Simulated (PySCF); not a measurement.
C4H5Br. Atoms are numbered in the order given.

```xyz
10

Br     0.0042    -1.3552     0.0000
C     -0.0619     0.5258     0.0000
C     -1.0740     1.4233     0.0000
C     -0.1055     2.5963     0.0000
C      1.0571     1.5409     0.0000
H     -2.1699     1.3455     0.0000
H     -0.1371     3.2420    -0.9033
H     -0.1371     3.2420     0.9033
H      1.7006     1.5427    -0.9039
H      1.7006     1.5427     0.9039
```
Charge 0, spin multiplicity 1.

Geometry: PBE-D3(BJ)/def2-SVP.

Method: PBE0/def2-TZVP (PySCF).

Symmetry labels are those of the subgroup Cs that the program uses (full group Cs).

Problem. List the valence orbital energies around the gap with their symmetry. (An estimate is asked for; the answer gives what the named calculation found.)

Solution. 
```tsv
orbital	symmetry	energy (eV)
HOMO−7	A"	-13.28
HOMO−6	A'	-11.65
HOMO−5	A"	-10.50
HOMO−4	A'	-9.83
HOMO−3	A'	-9.49
HOMO−2	A"	-9.25
HOMO−1	A'	-8.17
HOMO	A"	-6.98
LUMO	A"	-0.07
LUMO+1	A'	0.55
LUMO+2	A'	1.39
LUMO+3	A'	2.06
```
